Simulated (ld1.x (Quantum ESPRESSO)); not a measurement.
## Reading a pseudo-wave (gallium)

Columns: radius, all-electron u(r) and pseudo u(r) of the 4p shell (level -2.74 eV) of gallium in the configuration [Ar] 3d10 4s2 4p1; LDA (PZ), scalar-relativistic, ultrasoft scheme, ld1.x (Quantum ESPRESSO) 7.5.

```tsv
r (bohr)	all-electron	pseudo
0.105	0.1254	0.0033
0.210	0.0357	0.0129
0.315	-0.1119	0.0286
0.420	-0.1968	0.0499
0.525	-0.2085	0.0762
0.630	-0.1692	0.1066
0.735	-0.1019	0.1404
0.840	-0.0228	0.1765
0.945	0.0586	0.2142
1.050	0.1366	0.2527
1.155	0.2085	0.2910
1.260	0.2730	0.3286
1.365	0.3297	0.3648
1.470	0.3788	0.3992
1.575	0.4207	0.4311
1.680	0.4559	0.4603
1.785	0.4850	0.4863
1.890	0.5085	0.5087
1.995	0.5272	0.5272
2.100	0.5414	0.5414
2.205	0.5518	0.5518
2.310	0.5586	0.5586
2.415	0.5625	0.5625
2.520	0.5637	0.5637
2.625	0.5626	0.5626
2.730	0.5594	0.5594
```

How many radial nodes do the two functions have?

The all-electron 4p function has n − l − 1 = 2; the pseudo-wave has 0, since the states of the same l below it are removed with the core.

At about which radius was the pseudo-wave matched?

2.00 bohr. The columns agree to 0.0005 from 1.89 bohr on; several derivatives are matched, so the curves merge somewhat inside the radius.

Is the pseudo-wave norm-conserving?

No, it belongs to an ultrasoft set: the norm inside the radius is not constrained, and the difference is carried by the augmentation charge.
